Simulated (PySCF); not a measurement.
## Static response to an electric field

Species: C7H8N2Si.
SMILES with atom numbers: `[CH:1]#[C:2][c:3]1[n:4][n:5][cH:6][c:7]([SiH3:8])[c:9]1[CH3:10]` (hydrogens: H11 on C1; H12 on C6; H13, H14, H15 on Si8; H16, H17, H18 on C10)

Cartesian coordinates in Å at the PBE0-D3(BJ)/def2-SVP level; atoms count from 1:
```
atom  x, y, z in Å
C1    -3.5213    0.3953   -0.7915
C2    -2.3868    0.6110   -0.4227
C3    -1.0410    0.8525    0.0100
N4    -0.8466    1.9967    0.6835
N5     0.3430    2.3072    1.1228
C6     1.3639    1.4826    0.9027
C7     1.2622    0.2694    0.2107
Si8    2.7809   -0.8210   -0.0413
C9    -0.0081   -0.0719   -0.2677
C10   -0.2619   -1.3417   -1.0146
H11   -4.5328    0.2223   -1.1105
H12    2.3216    1.8233    1.3097
H13    3.0826   -0.9626   -1.4977
H14    2.5401   -2.1819    0.5248
H15    3.9337   -0.1782    0.6528
H16   -1.2629   -1.3548   -1.4630
H17    0.4830   -1.4834   -1.8133
H18   -0.1821   -2.2077   -0.3364
```

Level: CAM-B3LYP/def2-SVPD (PySCF), static field, nuclei fixed, core orbitals frozen in the response. The polarisability tensor in these axes (au):

```
x   166.72  -5.55  17.09
y    -5.55 112.21  18.05
z    17.09  18.05  90.32
```

**Question.** What are the eigenvalues, a third of the trace, and Δα (Δα² = ½Σ(αi − αj)² over the three pairs)?

**Answer.** Principal values 76.70, 122.13 and 170.42 au; mean 123.08 au = 18.24 Å³ = 20.29 × 10⁻⁴⁰ C²·m²/J; Δα = 81.18 au (66 % of the mean).

**Question.** What is the dipole moment, and where does it point?

**Answer.** (1.20, -3.91, -1.83) D, 4.48 D in size, pointing from the negative to the positive side. Measured along this direction, the outermost atoms are N5 at the negative end and H14 and H13 at the positive end.

**Question.** Along which axes do the principal values lie, and how far do the nuclei extend along each?

**Answer.** Largest value along (0.98, -0.03, 0.20), where the nuclei span 8.66 Å; middle along (-0.07, 0.88, 0.46), 4.72 Å; least along (-0.19, -0.47, 0.86), 2.42 Å. The response follows the extents in order.

**Question.** What are the principal values of the traceless quadrupole moment, Θ = ½Σq(3rr − r²1), about the centre of nuclear charge?

**Answer.** -15.17, -1.19, 16.36 D·Å. The values depend on the origin, since the dipole doesn't vanish. The electronic extent ⟨r²⟩ about the same centre is 1806 bohr², a root-mean-square distance of 2.55 Å for the 78 electrons.

**Question.** Find the Langevin capture rate constant for NO+ (29.998 u) meeting this molecule (148.046 u), k = 2.342 × 10⁻⁹ cm³/s × √(α in Å³ / reduced mass in u).

**Answer.** The reduced mass is 24.94 u, so k = 2.00 × 10⁻⁹ cm³/s. The formula leaves out the permanent dipole, which adds to the capture rate.

Geometry: PBE0-D3(BJ)/def2-SVP; no solvent, vibrations or thermal averaging.
